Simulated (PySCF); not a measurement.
## P: excitation energy

P [Ne] 3s2 3p3 (4S) → P [Ne] 3s2 3p2 3d1 (high-spin determinant), as a difference of total energies. All numbers are calculated (PySCF 2.14, no relativity, point nucleus, in dyall-av3z (19s12p3d2f, 84 functions)). Correlated levels: valence: [Ne] frozen; virtual orbitals above 40 to 60 times the deepest correlated orbital energy dropped. The calculations carry no spin-orbit coupling.

```json
{"method": "UHF", "excitation energy (eV)": "9.329"}
{"method": "LDA", "excitation energy (eV)": "8.872"}
{"method": "PBE", "excitation energy (eV)": "8.786"}
{"method": "PBE0", "excitation energy (eV)": "9.023"}
{"method": "r2SCAN", "excitation energy (eV)": "9.222"}
{"method": "TPSSh", "excitation energy (eV)": "9.034"}
{"method": "B2PLYP", "excitation energy (eV)": "9.058"}
{"method": "CAM-B3LYP", "excitation energy (eV)": "9.112"}
{"method": "BP86", "excitation energy (eV)": "8.744"}
{"method": "MP2 (valence)", "excitation energy (eV)": "9.410"}
{"method": "SCS-MP2 (valence)", "excitation energy (eV)": "9.347"}
```

**Question.** How much does correlation contribute at MP2 (valence)?

**Answer.** 9.410 − (9.329) = 0.081 eV, measured against UHF.

A first-order spin-orbit estimate (lowest level to lowest level, LS coupling) adds -0.021 eV.

The promoted electron is Rydberg-like, and one or two diffuse shells describe it only roughly, which tends to raise the upper state.

In the upper state the promoted electron has a positive orbital energy at LDA, PBE, PBE0, r2SCAN, TPSSh, BP86, so the basis confines it.

The determinant of the upper state mixes LS terms, which raises its energy above the lowest term, most at the Hartree-Fock and MP2 levels.
